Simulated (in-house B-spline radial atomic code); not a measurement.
The numbers below are computed, except where a source is named.
# C6 from the polarisability at imaginary frequency: Ge III (Ge2+)

OLYP linear response of the closed shell [Ar] 3d10 4s2, from a B-spline radial code for spherical atoms; scalar-relativistic (spin-free one-electron X2C), finite nucleus, no spin-orbit coupling; shells from n = 2 respond.

The dispersion coefficient of two like species is C6 = (3/π) ∫ α(iu)² du from 0 to ∞.

```tsv
u (hartree)	α(iu) (bohr³)
0	10.7
0.156	9.519
0.364	6.527
0.624	3.976
1.04	2.206
1.56	1.363
2.34	0.8493
3.64	0.5046
5.2	0.3237
7.79	0.1877
13	0.08751
26	0.02789
```

Problem. Fit one oscillator, α(iu) = α(0)/(1 + u²/ω²), through u = 1.04 and estimate C6.

Solution. From α(0)/α(iu) − 1 = 10.7/2.206 − 1 = 3.8504, ω = u/√3.8504 = 0.5300 hartree (14.4 eV). London's formula gives C6 = (3/4) α(0)² ω = 0.75 × 10.7² × 0.5300 = 45.51 hartree·bohr⁶, and the oscillator holds f = α(0) ω² = 3.01 electrons, of a sum of oscillator strengths of 28.6.

Problem. How does that compare with the full integral?

Solution. The program's quadrature over all excitations gives C6 = 42.28, so the single oscillator is off by +7.6 %. At the last point the fit gives α = 0.00444 against 0.0279: higher excitations, and deeper shells where there are any, keep the true curve higher at large u.
